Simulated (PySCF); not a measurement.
## Structure from NMR data

Molecular formula: C2H5B2F2N. Simulated spectra:

$^{1}$H NMR (600 MHz, computed): δ 2.26 (qt, J = 6.5, 2.5 Hz, 2H), 2.17 (br, 3H).

$^{13}$C{$^{1}$H} NMR (computed): δ 111.4 (C, t, J = 4.9 Hz), 3.0 (CH2, t, J = 37.4 Hz).

- B3LYP/pcJ-1 coupling constants (spin–dipole term only in couplings to heteroatoms)
- geometry from PBE0-D3(BJ)/def2-SVP
- NMR shieldings at PBE0/pcSseg-1/GIAO
- program: PySCF 2.14.0 with density-fitted response routines
- no solvent, non-relativistic Hamiltonian, one computed conformer, fast rotation and ring inversion assumed for equivalent nuclei

Shifts are taken against calculated references (same method and geometry level): TMS for $^{1}$H (31.27 ppm), $^{13}$C (184.41 ppm).

**Question.** Deduce the structure.

**Answer.** 
- 2 carbon signals for 2 carbons: no two carbons are equivalent.
- Carbon types of the structure: 1 × C, 1 × CH2, leaving 3 H on heteroatoms.
- δC 111.4: nitrilium-type carbon.
- δC 3.0: sp3 CH2 bonded to B, α to a nitrile.
- δH 2.26: hydrogen on an sp3 CH2 bonded to B, α to a nitrile.
- δH 2.17: hydrogen on a boron bonded to N.

These data were computed for `InChI=1S/C2H5B2F2N/c3-7-2-1-4(5)6/h1H2,3H3`.

This is the structure that produced the data.

Hydrogens on boron are broadened and split by $^{11}$B (spin 3/2, 80 %) and 10B (spin 3). A carbon bonded to boron is broadened by the quadrupolar boron nucleus and is often missing from a measured spectrum. Splittings below 1 Hz are ignored in the labels, and close J values are merged. Shifts are as computed. Against solution values, carbons near 30 ppm lie about +2 ppm off and those near 130 ppm about +5 ppm. Of 1309 compounds with measured shifts, 239 miss one by over three times the rms of a fit or turn the order of signals round; such compounds aren't used in these exercises. 3J across rotatable bonds or in flexible rings reflects this conformer alone.
